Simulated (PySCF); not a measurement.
This script is equivalent to a calculation on La³⁺ (lanthanum, charge +3).

```python
from pyscf import gto, scf, dft, mp, cc
import basis_set_exchange as bse
txt = bse.get_basis("def2-TZVP", elements=["La"], fmt="nwchem", header=False)
cut = txt.index("\nECP")
mol = gto.M(atom="La 0 0 0", charge=3, spin=0, symmetry="D2h",
            basis=gto.basis.parse(txt[:cut]),
            ecp={"La": gto.basis.parse_ecp(txt[cut:])})
mf = scf.UHF(mol)
mf.irrep_nelec = {'Ag': (1, 1), 'B1u': (1, 1), 'B2u': (1, 1), 'B3u': (1, 1)}
mf.kernel()
```

Q: What total energy does it give?

A: -29.86549 hartree (calculated).

Q: Which occupied shell lies highest, and where?

A: 5p, at -50.574 eV.

Energies and moments cover only the electrons outside the core potential. Spin-orbit coupling, which splits the p, d and f shells strongly at this Z, is absent.
